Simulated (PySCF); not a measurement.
PySCF input for CrOF3, SMILES [O]=[Cr]([F])([F])[F] (connectivity only; charge and spin as stated), neutral, multiplicity 2, TDA-CAM-B3LYP/def2-SVPD. Geometry: PBE0-D3(BJ)/def2-SVP. A frequency run showed that this geometry is not a minimum. The spin state was assumed, not searched.

```python
import numpy as np
from pyscf import gto, scf, dft, tdscf

mol = gto.M(
    atom='''
    Cr   -0.03139160   -0.09652153   -0.00000000
    O     0.48577138   -1.51841459   -0.00000001
    F    -1.69444682    0.18343121    0.00000002
    F     0.67318047    0.71183070   -1.30928515
    F     0.67318050    0.71183069    1.30928514
    ''',
    basis='def2-SVPD',
    charge=0,
    spin=1,
    max_memory=1600,
    verbose=4,
)
mf = dft.UKS(mol, xc='cam-b3lyp').density_fit(auxbasis='def2-universal-jkfit')
mf.grids.level = 3
mf.conv_tol = 1e-9
mf.max_cycle = 100
mf.kernel()
fine, coarse = mf.grids, dft.Grids(mol).set(level=1).build(with_non0tab=True)
for _ in range(3):  # follow internal instabilities
    mf.grids = coarse
    mo, _, stable, _ = mf.stability(return_status=True, nroots=4)
    mf.grids = fine
    if stable:
        break
    mf.kernel(mf.make_rdm1(mo, mf.mo_occ))
mf.grids = dft.Grids(mol).set(level=1).build(with_non0tab=True)  # coarser grid for the response kernel
td = tdscf.TDA(mf)
td.nstates = 10
td.conv_tol = 1e-4
td.positive_eig_threshold = 1e-6
td.kernel(x0=td.get_init_guess(mf, 15))
td.analyze()
```

Log of the run:

```
PySCF version 2.14.0

[INPUT] verbose = 4
[INPUT] num. atoms = 5
[INPUT] num. electrons = 59
[INPUT] charge = 0
[INPUT] spin (= nelec alpha-beta = 2S) = 1
[INPUT] symmetry False subgroup None
[INPUT] Mole.unit = angstrom
[INPUT] Symbol           X                Y                Z      unit          X                Y                Z       unit  Magmom
[INPUT]  1 Cr    -0.031391600000  -0.096521530000   0.000000000000 AA   -0.059321526612  -0.182399256824   0.000000000000 Bohr   0.0
[INPUT]  2 O      0.485771380000  -1.518414590000  -0.000000010000 AA    0.917974867352  -2.869387718644  -0.000000018897 Bohr   0.0
[INPUT]  3 F     -1.694446820000   0.183431210000   0.000000020000 AA   -3.202040422440   0.346634749598   0.000000037795 Bohr   0.0
[INPUT]  4 F      0.673180470000   0.711830700000  -1.309285150000 AA    1.272126720706   1.345165070057  -2.474190352460 Bohr   0.0
[INPUT]  5 F      0.673180500000   0.711830690000   1.309285140000 AA    1.272126777398   1.345165051160   2.474190333563 Bohr   0.0

nuclear repulsion = 360.639668091154
number of shells = 48
number of NR pGTOs = 208
number of NR cGTOs = 126
basis = def2-SVPD
ecp = {}


[settings echo left out]
init E= -1418.66941312526
  alpha nocc = 30  HOMO = -0.287992771420092  LUMO = -0.27694836539303
  beta  nocc = 29  HOMO = -0.543850345045677  LUMO = -0.287992771420091

WARN: HOMO -0.287992771420092 >= LUMO -0.287992771420091

cycle= 1 E= -1418.57982963217  delta_E= 0.0896  |g|= 0.919  |ddm|= 2.71
  alpha nocc = 30  HOMO = -0.414493302879398  LUMO = -0.317284186219375
  beta  nocc = 29  HOMO = -0.425256378319361  LUMO = -0.322399573085041
  HOMO = -0.414493302879  LUMO = -0.322399573085  gap/eV = 2.50600
cycle= 2 E= -1412.49916055506  delta_E= 6.08  |g|= 4.54  |ddm|=  2.3
  alpha nocc = 30  HOMO = -0.381902742820483  LUMO = -0.108027151655063
  beta  nocc = 29  HOMO = -0.445619459475164  LUMO = -0.138680813200631
  HOMO = -0.38190274282  LUMO = -0.138680813201  gap/eV = 6.61841
cycle= 3 E= -1418.81448682255  delta_E= -6.32  |g|= 0.408  |ddm|= 1.88
  alpha nocc = 30  HOMO = -0.418153530825952  LUMO = -0.129591305163699
  beta  nocc = 29  HOMO = -0.475147913611263  LUMO = -0.155889242663828
  HOMO = -0.418153530826  LUMO = -0.155889242664  gap/eV = 7.13657
cycle= 4 E= -1418.83345810401  delta_E= -0.019  |g|= 0.315  |ddm|= 0.372
  alpha nocc = 30  HOMO = -0.429064951792258  LUMO = -0.12942729213677
  beta  nocc = 29  HOMO = -0.498446790184504  LUMO = -0.160649804741135
  HOMO = -0.429064951792  LUMO = -0.160649804741  gap/eV = 7.30395
cycle= 5 E= -1418.86584719708  delta_E= -0.0324  |g|= 0.0624  |ddm|= 0.179
  alpha nocc = 30  HOMO = -0.419700168651026  LUMO = -0.114520466242581
  beta  nocc = 29  HOMO = -0.494072879932669  LUMO = -0.145575803270016
  HOMO = -0.419700168651  LUMO = -0.14557580327  gap/eV = 7.45930
cycle= 6 E= -1418.86717706715  delta_E= -0.00133  |g|= 0.0252  |ddm|= 0.0404
  alpha nocc = 30  HOMO = -0.419305264509705  LUMO = -0.112330365577217
  beta  nocc = 29  HOMO = -0.493873851304183  LUMO = -0.144128714683301
  HOMO = -0.41930526451  LUMO = -0.144128714683  gap/eV = 7.48794
cycle= 7 E= -1418.86744087699  delta_E= -0.000264  |g|= 0.0116  |ddm|= 0.0191
  alpha nocc = 30  HOMO = -0.42039105797993  LUMO = -0.112306439634837
  beta  nocc = 29  HOMO = -0.49566273222528  LUMO = -0.14405225695853
  HOMO = -0.42039105798  LUMO = -0.144052256959  gap/eV = 7.51956
cycle= 8 E= -1418.8675516426  delta_E= -0.000111  |g|= 0.00413  |ddm|= 0.014
  alpha nocc = 30  HOMO = -0.420747681066327  LUMO = -0.111759727823348
  beta  nocc = 29  HOMO = -0.496194777358616  LUMO = -0.143320220951081
  HOMO = -0.420747681066  LUMO = -0.143320220951  gap/eV = 7.54919
cycle= 9 E= -1418.86763921729  delta_E= -8.76e-05  |g|= 0.00265  |ddm|= 0.0191
  alpha nocc = 30  HOMO = -0.420959764585713  LUMO = -0.111191066867468
  beta  nocc = 29  HOMO = -0.497044597239723  LUMO = -0.142324823341423
  HOMO = -0.420959764586  LUMO = -0.142324823341  gap/eV = 7.58204
cycle= 10 E= -1418.86769156609  delta_E= -5.23e-05  |g|= 0.00177  |ddm|= 0.0201
  alpha nocc = 30  HOMO = -0.420828003917709  LUMO = -0.110990262607257
  beta  nocc = 29  HOMO = -0.497531174922243  LUMO = -0.141714048567413
  HOMO = -0.420828003918  LUMO = -0.141714048567  gap/eV = 7.59508
cycle= 11 E= -1418.86770637915  delta_E= -1.48e-05  |g|= 0.000745  |ddm|= 0.0108
  alpha nocc = 30  HOMO = -0.420797844174122  LUMO = -0.11103161707197
  beta  nocc = 29  HOMO = -0.497726775208156  LUMO = -0.141501512874358
  HOMO = -0.420797844174  LUMO = -0.141501512874  gap/eV = 7.60004
cycle= 12 E= -1418.86771005743  delta_E= -3.68e-06  |g|= 0.00031  |ddm|= 0.00608
  alpha nocc = 30  HOMO = -0.420787612739952  LUMO = -0.11102805553087
  beta  nocc = 29  HOMO = -0.49779811676452  LUMO = -0.141436873366259
  HOMO = -0.42078761274  LUMO = -0.141436873366  gap/eV = 7.60152
cycle= 13 E= -1418.8677105491  delta_E= -4.92e-07  |g|= 0.000155  |ddm|= 0.00182
  alpha nocc = 30  HOMO = -0.420785398204712  LUMO = -0.110992182536593
  beta  nocc = 29  HOMO = -0.497828111554099  LUMO = -0.141396704867681
  HOMO = -0.420785398205  LUMO = -0.141396704868  gap/eV = 7.60255
cycle= 14 E= -1418.86771069302  delta_E= -1.44e-07  |g|= 8.72e-05  |ddm|= 0.00102
  alpha nocc = 30  HOMO = -0.420801985779302  LUMO = -0.11100481513079
  beta  nocc = 29  HOMO = -0.497845823040604  LUMO = -0.141410320910978
  HOMO = -0.420801985779  LUMO = -0.141410320911  gap/eV = 7.60263
cycle= 15 E= -1418.86771071509  delta_E= -2.21e-08  |g|= 0.000103  |ddm|= 0.000349
  alpha nocc = 30  HOMO = -0.420793140200331  LUMO = -0.110987418360941
  beta  nocc = 29  HOMO = -0.497845375585596  LUMO = -0.141396950720122
  HOMO = -0.4207931402  LUMO = -0.14139695072  gap/eV = 7.60276
cycle= 16 E= -1418.8677107273  delta_E= -1.22e-08  |g|= 3.42e-05  |ddm|= 0.000204
  alpha nocc = 30  HOMO = -0.420787523954805  LUMO = -0.110978398151468
  beta  nocc = 29  HOMO = -0.497848115871626  LUMO = -0.141388484549459
  HOMO = -0.420787523955  LUMO = -0.141388484549  gap/eV = 7.60284
cycle= 17 E= -1418.86771073399  delta_E= -6.69e-09  |g|= 2.28e-05  |ddm|= 0.000208
  alpha nocc = 30  HOMO = -0.42078899617851  LUMO = -0.110977344757287
  beta  nocc = 29  HOMO = -0.497852793170164  LUMO = -0.141387886752821
  HOMO = -0.420788996179  LUMO = -0.141387886753  gap/eV = 7.60289
cycle= 18 E= -1418.86771073636  delta_E= -2.37e-09  |g|= 1.57e-05  |ddm|= 0.000134
  alpha nocc = 30  HOMO = -0.42078881511025  LUMO = -0.110977754314279
  beta  nocc = 29  HOMO = -0.49785377974498  LUMO = -0.141387741562585
  HOMO = -0.42078881511  LUMO = -0.141387741563  gap/eV = 7.60289
cycle= 19 E= -1418.86771073717  delta_E= -8.06e-10  |g|= 1.21e-05  |ddm|= 7.02e-05
  alpha nocc = 30  HOMO = -0.420785791047257  LUMO = -0.110974260125863
  beta  nocc = 29  HOMO = -0.497852109859891  LUMO = -0.141384834718076
  HOMO = -0.420785791047  LUMO = -0.141384834718  gap/eV = 7.60289
Extra cycle  E= -1418.86771073721  delta_E= -4.62e-11  |g|= 2.7e-05  |ddm|= 3.3e-05
converged SCF energy = -1418.86771073721  <S^2> = 0.7694476  2S+1 = 2.019354
tot grids = 28536
uhf_internal: lowest eigs of H = [0.0267553  0.1328932  0.13880434 0.14433724]
<class 'pyscf.df.df_jk.DFUKS'> wavefunction is stable in the internal stability analysis
tot grids = 28536
Overwritten attributes  positive_eig_threshold  of <class 'pyscf.tdscf.uks.TDA'>


******** <class 'pyscf.tdscf.uks.TDA'> for <class 'pyscf.df.df_jk.DFUKS'> ********
nstates = 10
deg_eia_thresh = 1.000e-03
wfnsym = None
conv_tol = 0.0001
eigh lindep = 1e-12
eigh level_shift = 0
eigh max_cycle = 100


Excitation energies (eV)
[0.5434868  2.07929277 2.18922802 3.18430675 3.58748047 3.96323447
 4.46119597 4.70605118 4.85131151 5.0628867 ]

** Excitation energies and oscillator strengths **
Excited State   1:      0.54349 eV   2281.27 nm  f=0.0001
      18a ->   31a      0.13223
      19a ->   31a     -0.12985
      30a ->   31a      0.95924
      30a ->   33a      0.16506
Excited State   2:      2.07929 eV    596.28 nm  f=0.0000
      18a ->   33a     -0.12615
      19a ->   33a      0.14174
      30a ->   31a      0.17963
      30a ->   33a     -0.95243
Excited State   3:      2.18923 eV    566.34 nm  f=0.0011
      18a ->   32a      0.12821
      19a ->   32a     -0.14118
      30a ->   32a      0.96169
Excited State   4:      3.18431 eV    389.36 nm  f=0.0003
      18a ->   34a     -0.11102
      19a ->   34a      0.11655
      30a ->   34a     -0.96597
Excited State   5:      3.58748 eV    345.60 nm  f=0.0021
      21a ->   31a     -0.17012
      25a ->   31a     -0.14093
      29a ->   31a      0.79051
      29a ->   33a     -0.13613
      20b ->   30b      0.11950
      21b ->   30b     -0.11405
      24b ->   30b      0.12220
      28b ->   32b     -0.11023
      29b ->   30b     -0.38278
      29b ->   33b      0.16227
Excited State   6:      3.96323 eV    312.84 nm  f=0.0003
      19a ->   31a     -0.16186
      24a ->   31a     -0.12024
      26a ->   31a      0.10731
      28a ->   31a      0.89532
      28a ->   33a     -0.13619
      28b ->   30b     -0.25376
Excited State   7:      4.46120 eV    277.92 nm  f=0.0000
      20a ->   31a     -0.24978
      24a ->   31a      0.12261
      26a ->   31a      0.86745
      26a ->   33a     -0.14043
      29a ->   34a     -0.10032
      19b ->   30b      0.10321
      26b ->   30b     -0.26282
Excited State   8:      4.70605 eV    263.46 nm  f=0.0009
      28a ->   31a     -0.29547
      29a ->   32a      0.24078
      25b ->   30b      0.11767
      28b ->   30b     -0.87929
      28b ->   33b      0.13276
Excited State   9:      4.85131 eV    255.57 nm  f=0.0024
      19a ->   32a     -0.11696
      28a ->   32a      0.45257
      29a ->   31a     -0.46802
      29a ->   33a     -0.35979
      24b ->   30b      0.10706
      28b ->   31b     -0.12072
      28b ->   32b     -0.12366
      29b ->   30b     -0.56371
Excited State  10:      5.06289 eV    244.89 nm  f=0.0012
      19a ->   32a      0.10214
      27a ->   31a      0.30772
      28a ->   32a     -0.42462
      29a ->   31a     -0.11043
      25b ->   32b     -0.10220
      27b ->   30b      0.15843
      28b ->   31b      0.45059
      28b ->   32b      0.38576
      29b ->   30b     -0.49278

** Transition electric dipole moments (AU) **
state          X           Y           Z        Dip. S.      Osc.
  1        -0.0000      0.0000     -0.0876      0.0077      0.0001
  2         0.0000     -0.0000     -0.0016      0.0000      0.0000
  3         0.0768     -0.1235     -0.0000      0.0211      0.0011
  4        -0.0654     -0.0007      0.0000      0.0043      0.0003
  5        -0.0055      0.1539      0.0000      0.0237      0.0021
  6         0.0000     -0.0000      0.0520      0.0027      0.0003
  7        -0.0000      0.0000     -0.0078      0.0001      0.0000
  8        -0.0000      0.0000     -0.0874      0.0076      0.0009
  9        -0.0335     -0.1393     -0.0000      0.0205      0.0024
 10         0.0228     -0.0972     -0.0000      0.0100      0.0012

** Transition velocity dipole moments (imaginary part, AU) **
state          X           Y           Z        Dip. S.      Osc.
  1         0.0000     -0.0000     -0.0002      0.0000      0.0000
  2         0.0000     -0.0000      0.0117      0.0001      0.0012
  3        -0.0099      0.0028     -0.0000      0.0001      0.0009
  4        -0.0322     -0.0123      0.0000      0.0012      0.0067
  5         0.0135     -0.0290     -0.0000      0.0010      0.0052
  6        -0.0000     -0.0000     -0.0014      0.0000      0.0000
  7         0.0000     -0.0000      0.0036      0.0000      0.0001
  8         0.0000     -0.0000      0.0028      0.0000      0.0000
  9        -0.0056      0.0155      0.0000      0.0003      0.0010
 10        -0.0074      0.0203      0.0000      0.0005      0.0017

** Transition magnetic dipole moments (imaginary part, AU) **
state          X           Y           Z
  1         0.0568     -0.6909     -0.0000
  2        -0.8633      0.6579      0.0000
  3         0.0000     -0.0000     -0.6525
  4         0.0000     -0.0000      0.3005
  5        -0.0000      0.0000     -0.0529
  6         0.0420     -0.2508     -0.0000
  7         0.6030      0.1449     -0.0000
  8        -0.2160      0.3909      0.0000
  9        -0.0000      0.0000      0.0695
 10        -0.0000     -0.0000      0.2386
```

The calculation finished and met its thresholds.
